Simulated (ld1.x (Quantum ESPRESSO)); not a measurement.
**What the settings do to the TM potential of Pd**

Base potential:

* Element: Pd
* Generator: ld1.x (Quantum ESPRESSO) 7.5
* Type: norm-conserving Troullier–Martins (Kleinman–Bylander form)
* Functional: LDA (PZ)
* Relativity: scalar-relativistic
* Frozen core: [Kr]
* Valence charge: 10
* Reference configuration: 4d9.5 5s0 5p0 (charge +0.5)
* Partial waves: 5s (bound, empty): rc 2.65 bohr; 4d (bound): rc 1.55 bohr; 5p (bound, empty): rc 3.45 bohr
* Local potential: the p channel
* Core correction: none

All-electron outer shells of the reference configuration (LDA (PZ), scalar-relativistic, ld1.x):

```
shell  level (eV)  outermost node (bohr)  outermost maximum (bohr)
   4p      -56.65                   0.46                      0.91
   4d       -9.28                   0.45                      1.10
   5s       -7.28                   1.15                      2.51
   5p       -3.07                   1.30                      3.39
```

Cutoffs, loose and tight: the cutoffs (Ry, on a coarse ladder) from which the occupation-weighted sum of valence levels, in a spherical-Bessel basis at the reference potential, stays within 10 and 1 mRy of its value at 400 Ry. They do not see the model core or the augmentation charge, which bear on the density cutoff. Test errors are all-electron minus pseudo excitation energies from the reference, over the configurations 4d10 5s0 5p0; 4d9 5s0 5p0; 4d8 5s0 5p0; 4d9 5s1 5p0; 4d7 5s0 5p0; 4d6 5s0 5p0; 4d8 5s1 5p0 (two spin-polarised tests are not counted in the largest error). A dash means not determined; rows that change the core or the reference have their own tests. The largest error is taken over the tests solved by every variant that gives reliable tests at all: 4d10 5s0 5p0; 4d6 5s0 5p0; 4d7 5s0 5p0; 4d9 5s0 5p0; 4d9 5s1 5p0.

A true bound ghost makes a file unfit for plane-wave use even where its test errors are small: the radial tests pick states by their node count and pass the ghost by. Where a test does run into it, the solver fails or the error is huge.

| change | outcome | cutoff, loose | cutoff, tight | bound ghosts | largest test error (meV) |
| --- | --- | --- | --- | --- | --- |
| base | generated | 70 Ry | 100 Ry | none | -2457 |
| all radii scaled by about 0.86 (s 2.28, p 2.98, d 1.34 bohr) | generated | 70 Ry | 90 Ry | none | -2410 |
| all radii scaled by about 0.95 (s 2.52, p 3.28, d 1.48 bohr) | generated | 70 Ry | 100 Ry | none | -2438 |
| all radii scaled by about 1.10 (s 2.90, p 3.78, d 1.70 bohr) | generated | 60 Ry | 90 Ry | none | -2477 |
| all radii scaled by about 1.20 (s 3.18, p 4.14, d 1.86 bohr) | generated | 55 Ry | 80 Ry | none | -2459 |

**Question.** What comes out with this change to the base: all radii scaled by about 1.29 (s 3.42, p 4.46, d 2.00 bohr)?

**Answer.** outcome: generated; cutoff, loose: 50 Ry; cutoff, tight: 80 Ry; bound ghosts: s; largest test error (meV): -2387.

**Question.** What comes out with this change to the base: all radii scaled by about 0.75 (s 1.98, p 2.58, d 1.16 bohr)?

**Answer.** outcome: generated; cutoff, loose: 80 Ry; cutoff, tight: 100 Ry; bound ghosts: none; largest test error (meV): -2433.

**Question.** What comes out with this change to the base: all radii scaled by about 1.35 (s 3.58, p 4.66, d 2.10 bohr)?

**Answer.** outcome: generated; cutoff, loose: 50 Ry; cutoff, tight: 70 Ry; bound ghosts: s; largest test error (meV): -2299.

Reading the sweep of the scale of all radii (base = 1) (base included, trends over the rows without a ghost): The loose cutoff falls from 80 Ry at 0.75 to 55 Ry at 1.2. A larger radius leaves more room for a smooth pseudo-wave, so fewer plane waves are needed; a smaller one forces it to follow the all-electron wave where it bends sharply. The median size of the test errors (rows with all tests solved) is not monotonic: lowest 258.6 meV at 0.75, highest 335.8 meV at 1.2. Bound ghosts are found at 1.29, 1.35.
